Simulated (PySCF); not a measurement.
## J couplings in C$_{7}$H$_{4}$FNO

Geometry:
```
atom   x (Å)   y (Å)   z (Å)
  O1   4.272   0.167   0.605
  C2   3.153  -0.061   0.420
  N3   2.065  -0.497   0.207
  C4   0.729  -0.222   0.065
  C5   0.227   1.072   0.192
  C6  -1.128   1.301   0.041
  C7  -1.996   0.258  -0.236
  C8  -1.475  -1.018  -0.357
  F9  -2.308  -2.041  -0.627
 C10  -0.127  -1.283  -0.212
 H11   0.903   1.886   0.407
 H12  -1.513   2.304   0.141
 H13  -3.054   0.421  -0.356
 H14   0.251  -2.287  -0.313
```

Indirect spin–spin couplings were computed at B3LYP/pcJ-1 (spin–dipole term only in couplings to heteroatoms) (PySCF 2.14) on a GFN2-xTB structure, for the isolated molecule, without vibrational or relativistic corrections. Couplings are averaged over pairs made equivalent by symmetry, fast rotation or ring inversion, so a value needn't be that of the named pair in this geometry, while other rotamers aren't included; one pair stands for each set, and the list holds a selection of those of at least 1.5 Hz over up to four bonds, among pairs with at least one F or H atom (others weren't computed). One-bond C–F couplings come out tens of Hz too large with common functionals.

Isotopes: $^{13}$C, $^{19}$F, $^{1}$H, $^{15}$N.

| pair | bonds | J (Hz) |
| --- | --- | --- |
| C5, H11 | 1 | 168.1 |
| C6, H12 | 1 | ? |
| C7, H13 | 1 | 170.5 |
| C8, F9 | 1 | -313.5 |
| C10, H14 | 1 | ? |
| C4, H14 | 2 | -3.5 |
| C7, F9 | 2 | 18.1 |
| C8, H13 | 2 | ? |
| C8, H14 | 2 | ? |
| N3, H11 | 3 | ? |
| N3, H14 | 3 | -3.8 |
| C4, F9 | 3 | ? |
| C4, H12 | 3 | 11.9 |
| C5, H13 | 3 | 8.2 |
| C5, H14 | 3 | 5.3 |
| C6, F9 | 3 | 6.7 |
| C7, H11 | 3 | 8.2 |
| C7, H14 | 3 | 4.4 |
| F9, H13 | 3 | 8.6 |
| F9, H14 | 3 | 9.7 |
| C10, H13 | 3 | 4.5 |
| H11, H12 | 3 | 9.0 |
| N3, F9 | 4 | -2.3 |
| C5, F9 | 4 | ? |
| F9, H12 | 4 | ? |
| H11, H14 | 4 | 1.7 |

Problem. Estimate the withheld couplings, with signs.

Solution. 
- $^{1}J$(C6,H12) = 168.0 Hz (bond length 1.079 Å, sp2 carbon)
- $^{1}J$(C10,H14) = 172.5 Hz (bond length 1.078 Å, sp2 carbon)
- $^{2}J$(C8,H13) = -4.7 Hz (angle at C7 120°)
- $^{2}J$(C8,H14) = -5.2 Hz (angle at C10 121°)
- $^{3}J$(N3,H11) = -2.3 Hz (dihedral angle 0°)
- $^{3}J$(C4,F9) = 8.2 Hz (dihedral angle 180°)
- $^{4}J$(C5,F9) = 5.6 Hz
- $^{4}J$(F9,H12) = 5.5 Hz
